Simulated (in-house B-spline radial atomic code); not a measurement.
A run on an ion of nuclear charge 69 with 69.6 electrons that did not converge. Method: scalar-relativistic (X2C) CAM-B3LYP, spin-polarised, spherical fractional occupations, Fermi nucleus of rms radius 5.2256 fm; computed with a B-spline radial code for spherical atoms.

Command:
```bash
python run_scf.py task.json out
```
Settings (nuclear radius in fm, mass in u):
```
Z                69
configuration    [Xe] 4f13.6 6s2
hamiltonian      x2c
method           camb3lyp
spin_polarised   True
nucleus          fermi
rms_radius       5.2256
atomic_mass      168.93422
speed_of_light   137.035999084
```

First and last ten iterations of the last attempt (damped for 15 steps, keeping 80 % of the old Fock matrix, then DIIS):
```
 iter        energy (Eh)    residual
    1      -13566.419795    4.93e-01
    2      -13460.199135    9.94e-01
    3      -13561.314407    4.49e-01
    4      -13566.188071    1.96e-01
    5      -13567.607180    7.64e-02
    6      -13567.910339    3.88e-02
    7      -13567.976924    3.02e-02
    8      -13568.004219    2.34e-02
    9      -13568.020202    1.82e-02
   10      -13568.030167    1.41e-02
  111      -13551.660628    6.47e-01
  112      -13552.601369    6.20e-01
  113      -13562.438849    3.44e-01
  114      -13458.531352    9.46e-01
  115      -13470.359207    8.77e-01
  116      -13567.820291    6.42e-02
  117      -13469.437003    8.77e-01
  118      -13469.138556    8.80e-01
  119      -13469.306993    8.79e-01
  120      -13468.877663    8.84e-01
 not converged after 120 iterations
```

The smallest residual met was 5.0e-03; the threshold is about 7e-07. No energy from this run should be used. The likely cause: this method binds the added charge weakly or not at all at the basis-set limit, so charge moves back and forth between the atom and the box. Cost of the run: 35 s on 1 thread of Arm Neoverse V1, with other jobs on the host.
